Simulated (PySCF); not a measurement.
Isomers of C7H12F2O.

All values: PBE0/pcSseg-1 (PySCF) at GFN2-xTB geometries, gas phase, one conformer each.

(1) Rank by HOMO–LUMO gap, lowest first.
A. `[CH3:1][O:2][CH2:3][C@@H:4]([CH3:5])[C@H:6]1[C@H:7]([F:8])[C@@H:9]1[F:10]` with C1–O2–C3–C4 175°, O2–C3–C4–C5 167°, C3–C4–C6–C7 73°
B. `[CH3:1][C@@:2]1([F:3])[CH2:4][C@H:5]([F:6])[CH2:7][CH2:8][CH2:9][O:10]1` with C1–C2–C4–C5 91°, C2–C4–C5–F6 -154°, C4–C5–C7–C8 -75°, C5–C7–C8–C9 54°
C. `[CH3:1][CH2:2][CH2:3][C@@H:4]1[C@@H:5]([F:6])[O:7][C@@H:8]1[CH2:9][F:10]` with C1–C2–C3–C4 177°, C2–C3–C4–C5 -81°, O7–C8–C9–F10 179°
D. `[CH3:1][CH2:2][C@@H:3]1[CH2:4][C@H:5]([F:6])[C@H:7]1[O:8][CH2:9][F:10]` with C1–C2–C3–C4 -73°, C5–C7–O8–C9 -83°, C7–O8–C9–F10 -70°, C2–C3–C4–C5 -135°, C3–C4–C5–F6 133°, C4–C5–C7–O8 -131°, C2–C3–C7–C5 136°

(2) Rank by dipole moment, highest first.
A. `[CH3:1][O:2][CH2:3][C@@H:4]([CH3:5])[C@H:6]1[C@H:7]([F:8])[C@@H:9]1[F:10]` with C1–O2–C3–C4 175°, O2–C3–C4–C5 167°, C3–C4–C6–C7 73°
B. `[CH3:1][CH2:2][CH2:3][C@@H:4]1[C@@H:5]([F:6])[O:7][C@@H:8]1[CH2:9][F:10]` with C1–C2–C3–C4 177°, C2–C3–C4–C5 -81°, O7–C8–C9–F10 179°
C. `[CH3:1][C@@:2]1([F:3])[CH2:4][C@H:5]([F:6])[CH2:7][CH2:8][CH2:9][O:10]1` with C1–C2–C4–C5 91°, C2–C4–C5–F6 -154°, C4–C5–C7–C8 -75°, C5–C7–C8–C9 54°
D. `[CH3:1][CH2:2][O:3][C@@:4]1([F:5])[CH2:6][CH2:7][C@@H:8]([F:9])[CH2:10]1` with C1–C2–O3–C4 -179°, C2–O3–C4–F5 58°, O3–C4–C6–C7 159°, C4–C6–C7–C8 -38°, C6–C7–C8–F9 -88°, C7–C8–C10–C4 -10°

Answers

(1) A (8.75 eV), D (9.25 eV), C (9.45 eV), B (9.58 eV).

(2) A (3.62 D), B (1.96 D), C (1.51 D), D (1.09 D).

All values together:

```
                            SMILES  μ (D)  HOMO (eV)  LUMO (eV)  lowest IAO charge (e)  highest IAO charge (e)  lowest Hirshfeld charge (e)  highest Hirshfeld charge (e)
COC[C@@H](C)[C@H]1[C@H](F)[C@@H]1F   3.62      -7.46       1.29             -0.420 (C)              +0.162 (H)                   -0.131 (O)                    +0.053 (H)
         CCO[C@@]1(F)CC[C@@H](F)C1   1.09      -8.00       1.44             -0.422 (C)              +0.476 (C)                   -0.131 (O)                    +0.170 (C)
       CC[C@@H]1C[C@H](F)[C@H]1OCF   1.95      -7.97       1.28             -0.418 (C)              +0.220 (C)                   -0.139 (O)                    +0.088 (C)
     CCC[C@@H]1[C@@H](F)O[C@@H]1CF   1.96      -8.26       1.19             -0.417 (C)              +0.362 (C)                   -0.161 (O)                    +0.125 (C)
          C[C@@]1(F)C[C@H](F)CCCO1   1.51      -8.21       1.37             -0.434 (C)              +0.482 (C)                 -0.133 (C/F)                    +0.172 (C)
```

Conformers: `[CH3:1][O:2][CH2:3][C@@H:4]([CH3:5])[C@H:6]1[C@H:7]([F:8])[C@@H:9]1[F:10]` with C1–O2–C3–C4 175°, O2–C3–C4–C5 167°, C3–C4–C6–C7 73°; `[CH3:1][CH2:2][O:3][C@@:4]1([F:5])[CH2:6][CH2:7][C@@H:8]([F:9])[CH2:10]1` with C1–C2–O3–C4 -179°, C2–O3–C4–F5 58°, O3–C4–C6–C7 159°, C4–C6–C7–C8 -38°, C6–C7–C8–F9 -88°, C7–C8–C10–C4 -10°; `[CH3:1][CH2:2][C@@H:3]1[CH2:4][C@H:5]([F:6])[C@H:7]1[O:8][CH2:9][F:10]` with C1–C2–C3–C4 -73°, C5–C7–O8–C9 -83°, C7–O8–C9–F10 -70°, C2–C3–C4–C5 -135°, C3–C4–C5–F6 133°, C4–C5–C7–O8 -131°, C2–C3–C7–C5 136°; `[CH3:1][CH2:2][CH2:3][C@@H:4]1[C@@H:5]([F:6])[O:7][C@@H:8]1[CH2:9][F:10]` with C1–C2–C3–C4 177°, C2–C3–C4–C5 -81°, O7–C8–C9–F10 179°; `[CH3:1][C@@:2]1([F:3])[CH2:4][C@H:5]([F:6])[CH2:7][CH2:8][CH2:9][O:10]1` with C1–C2–C4–C5 91°, C2–C4–C5–F6 -154°, C4–C5–C7–C8 -75°, C5–C7–C8–C9 54°.
